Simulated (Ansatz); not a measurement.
A made-up structure of BH3S2O, closed shell:

S1  (-1.273, 1.625, 0.706)
B2  (0.007, 0.439, 0.284)
O3  (0.817, -1.793, -0.937)
S4  (-0.290, -0.634, -0.486)
H5  (-2.271, 1.013, 0.045)
H6  (1.112, 0.631, 0.703)
H7  (1.595, -1.426, -0.490)
(Å)

It is relaxed with PBE-D4/def2-SVP and then PBE0-D4/def2-TZVP (Ansatz 0.2.0). Atoms count as bonded within 1.22 times the sum of their covalent radii (H–H: 0.88 Å). The end point is not checked to be a true minimum.

(1) Does its bonding change? (Judge from chemistry; the calculation decides.)

## Answers

(1) By the calculation: No: no bond forms or breaks.

Where it ends: The first stage lowers the energy by 4.56 eV in 27 steps. It ends as BH₃S₂O ([OH][S][BH][SH]):
S1  (-1.319, 1.708, 0.764)
B2  (0.007, 0.628, 0.242)
O3  (1.178, -1.484, -0.996)
S4  (-0.321, -0.847, -0.679)
H5  (-2.358, 1.024, 0.250)
H6  (1.122, 0.927, 0.529)
H7  (1.388, -2.099, -0.285)
(Å)

Labels in which every atom is bracketed show which atoms are joined, not bond orders.

For scale, one of the runs: PBE0-D4/def2-TZVP relaxation, 154 basis functions, launched by `ansatz run in.yaml --threads 2 --pin off --events-out ev --progress --plain --max-ram 4352MiB`. Hardware: 2 CPU threads of an Arm Neoverse V2, shared host. Wall time about 24 s.
